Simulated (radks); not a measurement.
Problem. The mean radii <r> (bohr) of the occupied orbitals of an atom or ion are listed with their occupations. Calculated with a radial shooting solver on a logarithmic mesh with Libxc functionals: scalar-relativistic Kohn-Sham, BLYP, spin-polarised, spherical densities, finite nucleus; Fermi nuclear charge, rms radius of each element as measured or else 0.836 A^(1/3) + 0.57 fm.

orbital  occ.      <r>
1s up       1  0.02191
1s down     1  0.02191
2s up       1  0.09329
2s down     1  0.09328
2p up       3  0.08236
2p down     3  0.08236
3s up       1   0.2445
3s down     1   0.2443
3p up       3   0.2431
3p down     3   0.2429
3d up       5   0.2213
3d down     5   0.2210
4s up       1   0.5519
4s down     1   0.5520
4p up       3   0.5835
4p down     3   0.5838
4d up       5   0.6318
4d down     5   0.6328
5s up       1    1.270
5s down     1    1.285
5p up       3    1.431
5p down     2    1.454
4f up       6   0.7830

Name the element and its charge. Open shells, if any, are filled with parallel spins first.

Solution. Z = 64, gadolinium, charge +5: Gd5+ in [Kr] 4d10 4f6 5s2 5p5. The 1s radius gives Z: for a bare nucleus <r> = (2 gamma + 1)/(2Z) with gamma = sqrt(1 - (Z/c)^2), 0.02163 bohr for Z = 64, and screening makes it slightly larger (0.02191 here). The occupations add up to 59, and the charge is Z minus that.
